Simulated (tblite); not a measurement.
Compound: C6H7FN (doublet state).
Numbering: `[H]/[N:1]=[CH:2]/[C@@H:3]1[C@@H:4]([F:5])[C@@:6]12[CH:7][CH2:8]2` (hydrogens: H9 on N1; H10 on C2; H11 on C3; H12 on C4; H13 on C7; H14, H15 on C8)

Structure optimised with GFN2-xTB, isolated species. This method treats the open shell by occupation alone, without spin polarisation.

Question: List the bond lengths, angles and torsions at this level.

Answer: 
| bond | length (Å) | order |
| --- | --- | --- |
| N1=C2 | 1.261 | double |
| C2–C3 | 1.463 | single |
| C3–C4 | 1.512 | single |
| C4–F5 | 1.361 | single |
| C4–C6 | 1.477 | single |
| C6–C7 | 1.413 | single |
| C7–C8 | 1.474 | single |
| C3–C6 | 1.529 | single |
| C6–C8 | 1.502 | single |
| N1–H9 | 1.016 | single |
| C2–H10 | 1.099 | single |
| C3–H11 | 1.083 | single |
| C4–H12 | 1.083 | single |
| C7–H13 | 1.063 | single |
| C8–H14 | 1.086 | single |
| C8–H15 | 1.083 | single |

Orders are formal, as drawn. A selection of angles:
| angle | degrees |
| --- | --- |
| N1–C2–C3 | 120.7 |
| C2–C3–C4 | 119.1 |
| C2–C3–C6 | 118.9 |
| C4–C3–C6 | 58.1 |
| C3–C4–F5 | 117.9 |
| C3–C4–C6 | 61.5 |
| F5–C4–C6 | 119.1 |
| C4–C6–C7 | 142.6 |
| C4–C6–C8 | 138.3 |
| C7–C6–C8 | 60.7 |
| C3–C6–C4 | 60.4 |
| C3–C6–C7 | 137.1 |
| C3–C6–C8 | 134.6 |
| C6–C7–C8 | 62.6 |
| C6–C8–C7 | 56.7 |
| H9–N1–C2 | 115.4 |

Dihedral angles: N1–C2–C3–C4 23° (synperiplanar); C2–C3–C4–F5 142° (anticlinal); C3–C4–C6–C7 -130° (anticlinal); C4–C6–C7–C8 -133° (anticlinal); C2–C3–C6–C4 108° (anticlinal); C4–C6–C8–C7 138° (anticlinal); H9–N1–C2–C3 180° (antiperiplanar).

The 3-membered ring C6–C7–C8 has internal angles of 56.7° to 62.6°. C2 (carbon bonded to C, N and H) is planar (angles 124.9°, 120.7° and 114.4°, sum 360.0°, 0.00 Å off the plane of its three neighbours). C7 (carbon bonded to 2 C and H) is pyramidal (angles 139.6°, 139.5° and 62.6°, sum 341.8°, 0.27 Å off the plane of its three neighbours). The 3-membered ring C3–C4–C6 has internal angles of 58.1° to 61.5°. The C–C distances run from 1.413 Å (C6–C7, drawn single) to 1.529 Å (C3–C6, drawn single), a spread of 0.116 Å. Of the pairs four or more bonds apart, N1···H12 is among the closest relative to their van der Waals radii: 2.63 Å, 95 % of the sum of Bondi's values.

Point group: C1 (no symmetry element, even within 0.4 Å). Its GFN2-xTB frequencies are all real (lowest 79 cm⁻¹). 2 starts were optimised and ended at 0.00 and 0.51 kcal/mol (GFN2-xTB); the lowest of these is shown.

The run took 0.66 s of wall time on an Arm Neoverse V1 with one thread, on a shared host. This is the geometry optimisation.

One conformer stands for the species.

These are computed values.
